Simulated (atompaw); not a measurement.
## Cutoff test, gold, PAW (atompaw)

atompaw 4.2.0.5 input, output lines left out:

```
Au 79
LDA-PW loggrid 2001 logderivrange -3 5 201
6 6 5 4 0 0
6 0 0.5
6 1 0
0 0 0
c
c
c
c
c
v
c
c
c
c
v
c
c
v
c
3
3.00 2.90 2.05 1.85
y
2.55
n
y
0.65
n
y
2.1
n
y
-0.05
y
1.3
n
custom rrkj gramschmidtortho sinc
4 0.5 vpsmatchnc
3.00
2.00
3.00
3.00
2.06
3.00
3.00
3.00
```

The pseudo-atom Hamiltonian at the reference potential is diagonalised in spherical Bessel functions j_l(qr) that vanish at 20 bohr, with q² up to the cutoff. All-electron valence levels (Ry): 6s -0.5567, 6p -0.2572, 5d -0.8859.

Problem. How do the lowest levels (Ry) of each channel move with the cutoff, and are there ghosts?

Solution.

```csv
cutoff (Ry),s #1,s #2,s #3,p #1,p #2,p #3,d #1,d #2,f #1,Σ f·Δε (mRy)
8,-10.5902,-0.5567,-0.0883,-0.2572,-0.0370,0.0778,-0.0352,0.0484,0.0350,8507.6
12,-15.7257,-0.5567,-0.0884,-0.2572,-0.0370,0.0778,-0.1295,-0.0155,0.0350,7563.8
21,-24.4523,-0.5567,-0.0884,-5.2313,-0.2572,-0.0370,-0.8815,-0.0310,0.0350,44.4
30,-39.0364,-0.5567,-0.0884,-7.9309,-0.2572,-0.0370,-0.8853,-0.0310,0.0350,6.2
45,-46.8743,-0.5567,-0.0884,-8.9913,-0.2572,-0.0370,-0.8859,-0.0311,0.0350,0.6
55,-47.4820,-0.5567,-0.0884,-9.1158,-0.2572,-0.0370,-0.8859,-0.0311,0.0350,0.4
400,-47.6191,-0.5567,-0.0884,-9.1840,-0.2572,-0.0370,-0.8859,-0.0311,0.0350,0.0
```

Result: ghost states, extra bound levels that the all-electron valence spectrum of the same l lacks: s at -647.9 eV, p at -125.0 eV (a true bound ghost makes a file unfit for plane-wave use); 10 mRy is reached at 25 Ry and 1 mRy at 45 Ry.
